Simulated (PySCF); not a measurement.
Compound: 2,4-dimethylpentane, C7H16.
Bonds: C1–C2, C2–C3, C2–C4, C4–C5, C5–C6, C5–C7. Hydrogens: H8, H9, H10 on C1; H11 on C2; H12, H13, H14 on C3; H15, H16 on C4; H17 on C5; H18, H19, H20 on C6; H21, H22, H23 on C7.

The same species was optimised twice, with GFN2-xTB and with PBE0-D3(BJ)/def2-SVP (PySCF), and the same property calculations (PySCF, gas phase) were run on both structures.

| coordinate | GFN2-xTB | PBE0-D3(BJ)/def2-SVP | change |
| --- | --- | --- | --- |
| C2–C3 (Å) | 1.529 | 1.525 | -0.004 |
| C5–C6 (Å) | 1.528 | 1.525 | -0.003 |
| C4–C5 (Å) | 1.533 | 1.531 | -0.002 |
| C2–C4 (Å) | 1.533 | 1.531 | -0.002 |
| C5–C7 (Å) | 1.527 | 1.525 | -0.002 |
| C1–C2 (Å) | 1.527 | 1.525 | -0.002 |
| C6–C5–C7 (°) | 109.6 | 110.9 | +1.3 |
| C1–C2–C3 (°) | 109.6 | 110.8 | +1.2 |
| C2–C4–C5 (°) | 116.0 | 117.1 | +1.1 |
| C3–C2–C4 (°) | 109.3 | 110.2 | +0.9 |
| C4–C5–C6 (°) | 109.4 | 110.2 | +0.8 |
| C1–C2–C4 (°) | 112.1 | 112.4 | +0.3 |
| C4–C5–C7 (°) | 112.1 | 112.4 | +0.3 |
| C1–C2–C4–C5 (°) | -59 | -57 | +2 |
| C2–C4–C5–C6 (°) | 179 | 178 | -1 |

Rotational constants: A = 4162, B = 1398, C = 1302 MHz (GFN2-xTB) against A = 4123, B = 1396, C = 1291 MHz (PBE0-D3(BJ)/def2-SVP). Point groups within 0.08 Å: C2 and C2.

On the GFN2-xTB structure: HOMO (eV) -8.55 [PBE0/pcSseg-1]; LUMO (eV) 1.43 [PBE0/pcSseg-1]; dipole (D) 0.11 [PBE0/pcSseg-1]; GIAO shielding of C1/C3/C6/C7 (mean) (ppm) 162.5 [PBE0/pcSseg-1]; GIAO shielding of C2/C5 (mean) (ppm) 158.2 [PBE0/pcSseg-1]; GIAO shielding of C4 (ppm) 135.3 [PBE0/pcSseg-1].

Problem. What do these properties become on the PBE0-D3(BJ)/def2-SVP structure?

Solution. 
```tsv
property	level	on GFN2-xTB	on PBE0-D3(BJ)/def2-SVP	change
HOMO (eV)	PBE0/pcSseg-1	-8.55	-8.62	-0.07
LUMO (eV)	PBE0/pcSseg-1	1.43	1.38	-0.05
dipole (D)	PBE0/pcSseg-1	0.11	0.11	0.00
energy, GFN2-xTB geometry as zero (kcal/mol)	PBE0/pcSseg-1	0.0	-0.7	-0.7
GIAO shielding of C1/C3/C6/C7 (mean) (ppm)	PBE0/pcSseg-1	162.5	160.8	-1.7
GIAO shielding of C2/C5 (mean) (ppm)	PBE0/pcSseg-1	158.2	157.7	-0.5
GIAO shielding of C4 (ppm)	PBE0/pcSseg-1	135.3	134.9	-0.4
```

The heavy atoms differ by 0.018 Å rms after alignment. Among bonds between heavy atoms C2–C3 and C5–C6 change most and about equally (-0.004 to -0.003 Å). Changes are differences of the printed values. Neither structure is proved a minimum here.

The values belong to the conformer `[CH3:1][CH:2]([CH3:3])[CH2:4][CH:5]([CH3:6])[CH3:7]`: C1–C2–C4–C5 -57°, C2–C4–C5–C6 178°.
